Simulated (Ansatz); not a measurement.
Basis-set extrapolation for `C[CH]([SiH3])[AlH][F]` (PBE0-D4/def2-TZVP geometry, frozen core, Ansatz 0.2.0). Multiplicity 1, RHF reference.

```
                      def2-TZVPP   def2-QZVPP
                 HF  -710.850959  -710.876132
    MP2 correlation    -0.812616    -0.874457
CCSD(T) correlation    -0.894266      not run
```

Energies in hartree. Use E(X) = E(∞) + A·exp(−7.88·√X) for Hartree–Fock and E(X) = E(∞) + B·X^(−2.97) for correlation, with X = 3 and 4, and add CCSD(T) minus MP2 of the smaller set to the MP2 limit.

Q: What is the CCSD(T) energy at the basis-set limit?

A: HF limit: -710.876132 + (-0.025173) × 0.13774 = -710.87960. MP2 limit: -0.874457 + (-0.061841) × 0.74074 = -0.92027. Higher-order term: -0.894266 − (-0.812616) = -0.08165. Total: -711.88152 hartree, 85.5 kcal/mol below CCSD(T)/def2-TZVPP.
